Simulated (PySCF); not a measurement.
Si(All)(F)2(H) (C3H6F2Si), SMILES C=CC[SiH](F)F.

Geometry: B3LYP-D3(BJ)/def2-SVP. Other conformers were not sampled.

Vertical ionisation energy (IE) and electron affinity (EA) in eV. Rows of orbital energies are one-electron estimates. Where ΔSCF, EOM or ADC give a negative EA the extra electron is unbound and the value depends on the basis.

```csv
level,IE,EA
"−ε(HOMO), −ε(LUMO), M06-2X/def2-TZVP (PySCF)",[?],[?]
"−ε(HOMO), −ε(LUMO), PBE/def2-TZVP (PySCF)",6.45,1.29
```

Q: What belongs in the gaps? (Estimate from the structure and the level; the computed values follow.)

A: 
- −ε(HOMO), −ε(LUMO), M06-2X/def2-TZVP (PySCF), IE: 8.76
- −ε(HOMO), −ε(LUMO), M06-2X/def2-TZVP (PySCF), EA: -0.56
